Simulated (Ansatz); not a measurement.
Level of theory: frozen-core CCSD(T)/cc-pVTZ // PBE-D3(BJ)/def2-TZVP run with Ansatz (a program for electronic structure). The restricted HF reference is unstable towards unrestricted orbitals.

Ansatz 0.2 input:
```yaml
crystal:
  periodic: [false, false, false]
  atoms:
    - { symbol: Si, position_ang: [-1.671316, -0.097489, 0.125933] }
    - { symbol: C, position_ang: [0.166002, -0.027466, 0.164009] }
    - { symbol: C, position_ang: [1.320576, -0.106305, 0.773295] }
    - { symbol: C, position_ang: [1.431483, 0.203399, -0.67891] }
    - { symbol: H, position_ang: [-2.104967, -1.153216, -0.840361] }
    - { symbol: H, position_ang: [-2.218682, -0.40562, 1.48183] }
    - { symbol: H, position_ang: [-2.20562, 1.218525, -0.342008] }
    - { symbol: H, position_ang: [1.858095, -0.277974, 1.699924] }
    - { symbol: H, position_ang: [1.673931, 1.222968, -1.00286] }
    - { symbol: H, position_ang: [1.750499, -0.576821, -1.380855] }
basis:
  gaussian: { orbitals: cc-pVTZ }
correlation:
  method: ccsd_t
```

Output:

```
Functional definition: HF
1180 factors; integrals over basis functions are off by at most 1.1e-3 eV
mean field evaluation 1: about -11044.4470 eV, gradient 2.9e1 eV
mean field evaluation 2: about -11044.7130 eV, gradient 2.9e1 eV
mean field evaluation 4: about -11047.3685 eV, gradient 3.6e0 eV
mean field evaluation 8: about -11047.4132 eV, gradient 9.9e-2 eV
mean field evaluation 16: about -11046.6895 eV, gradient 1.2e1 eV
mean field -11047.41324218 eV, -405.9849484445 hartree, gradient 1.1e-6 eV, S^2 0.000000; 0 other end points of the search recorded, 0 dependent functions left out; unrestricted orbitals would lower it
8 core orbitals not correlated
reference -11047.41324218 eV, -405.9849484445 hartree; 11, 11 occupied and 189, 189 virtual orbitals, 1180 factors
second order -16.58542937 eV of doubles, -0.00000000 eV of singles
cycle   1  -17.04201190 eV  change   -4.6e-1 eV  update   9.3e-2
cycle   2  -17.56460482 eV  change   -5.2e-1 eV  update   2.9e-2
cycle   3  -17.64462877 eV  change   -8.0e-2 eV  update   1.2e-2
cycle   4  -17.64238011 eV  change    2.2e-3 eV  update   3.4e-3
cycle   5  -17.64387610 eV  change   -1.5e-3 eV  update   1.2e-3
cycle   6  -17.64392408 eV  change   -4.8e-5 eV  update   3.2e-4
cycle   7  -17.64383075 eV  change    9.3e-5 eV  update   1.2e-4
cycle   8  -17.64384841 eV  change   -1.8e-5 eV  update   4.7e-5
cycle   9  -17.64384927 eV  change   -8.6e-7 eV  update   1.7e-5
perturbative correction -0.81673544 eV, -0.0300144737 hartree
Total energy: -11065.87382689 eV, -406.6633624196 hartree
```

Cost: very roughly 2.2 core-minutes.
